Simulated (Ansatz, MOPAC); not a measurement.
System: BeCl (charge 0, doublet). SMILES: [Be][Cl]

Atoms: Be1, Cl2. Bonds: Be1-Cl2.

Bond lengths (Å) and angles (degrees) optimised at AM1 with MOPAC; PM3 with MOPAC; PM7 with MOPAC; B3LYP/6-31G* with Ansatz (a program for electronic structure), each started from the B3LYP-D3(BJ)/def2-TZVP structure (Ansatz) of the last column. A row stands for all coordinates that are equal there. 6-31G* holds six Cartesian d functions.

```tsv
coordinate	AM1	PM3	PM7	B3LYP/6-31G*	B3LYP-D3(BJ)/def2-TZVP
Be1-Cl2	1.596	1.723	1.826	1.815	1.816
```

Mean signed difference of all 1 bond lengths from B3LYP-D3(BJ)/def2-TZVP: AM1 -0.221 Å, PM3 -0.093 Å, PM7 0.010 Å, B3LYP/6-31G* -0.002 Å.
